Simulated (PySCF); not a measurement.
**A small calculation by hand: dipole moment from atomic charges**

SiH2F2, SMILES F[SiH2]F. Atoms are numbered in the order given.

```xyz
5

Si     0.0000     0.0000     0.4485
F      1.2884     0.0000    -0.4869
F     -1.2884     0.0000    -0.4869
H      0.0000     1.2379     1.2425
H      0.0000    -1.2379     1.2425
```

Coordinates come from a TPSSh-D3(BJ)/def2-TZVP optimisation.

Charges (e) from M06-2X/def2-TZVPD run with PySCF:

| atom | ESP fit | IAO |
|---|---|---|
| Si1 | 0.691 | 1.444 |
| F2 | -0.264 | -0.549 |
| F3 | -0.264 | -0.549 |
| H4 | -0.082 | -0.173 |
| H5 | -0.082 | -0.173 |

The dipole moment of the full density is 1.64 D.

What dipole moment does each set of point charges give, and which comes closer to that of the density?


μ = Σ q r, and 1 e Å = 4.8032 D.
ESP fit: Σ q r = (0.000, 0.000, 0.363) e Å, |μ| = 1.74 D.
IAO: Σ q r = (0.000, 0.000, 0.752) e Å, |μ| = 3.61 D.
ESP fit comes closer in size. Point charges leave out the atoms' own dipoles (lone pairs, polarised bonds); fits to the potential absorb them, partitions of the density don't.
